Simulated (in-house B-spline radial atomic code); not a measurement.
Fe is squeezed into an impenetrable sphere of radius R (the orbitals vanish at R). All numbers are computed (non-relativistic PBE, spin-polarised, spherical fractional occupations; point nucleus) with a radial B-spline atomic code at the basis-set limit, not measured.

Energies in eV above the free atom in [Ar] 3d6 4s2:

| R (bohr) | highest level (eV) | [Ar] 3d6 4s2 | [Ne] 3s2 3p5 3d7 4s2 | [Ar] 3d6 4s1 4f1 | -dE/dV in [Ar] 3d6 4s2 (GPa) |
| --- | --- | --- | --- | --- | --- |
| 8.54 | -4.67 | 0.05183 | 51.59 | 11.13 | 0.0699 |
| 5.87 | -3.52 | 1.064 | 52.56 | 18.01 | 3.02 |
| 4.65 | -0.909 | 4.391 | 55.8 | 27.07 | 21 |
| 4.13 | 1.67 | 8.308 | 59.66 | 34.55 | 52.7 |
| 3.82 | 4.11 | 12.36 | 63.69 | 41.11 | 95.1 |
| 3.09 | 15.5 | 33.97 | 85.4 | 69.53 | 454 |
| 2.69 | 29.3 | 63.33 | 115.2 | 102.1 | 1240 |
| 2.37 | 49.3 | 110.1 | 162.8 | 149.2 | 3070 |
| 1.98 | 97.6 | 237 | 292 | 267.7 | 11100 |
| 1.22 | 493 | 1645 | 1705 | 1511 | 291000 |

**Question.** Does [Ne] 3s2 3p5 3d7 4s2 fall below [Ar] 3d6 4s2 under compression?

**Answer.** No, it stays above over the whole range.

**Question.** Does [Ar] 3d6 4s1 4f1 fall below [Ar] 3d6 4s2 under compression?

**Answer.** Yes, between R = 1.98 and 1.22 bohr the order changes (near 1.84 bohr by linear interpolation).

The highest level is first positive in the row R = 4.13 bohr, pushed up by confinement above the zero of the free ion's potential. Each configuration is held fixed and needn't be the lowest in the sphere.
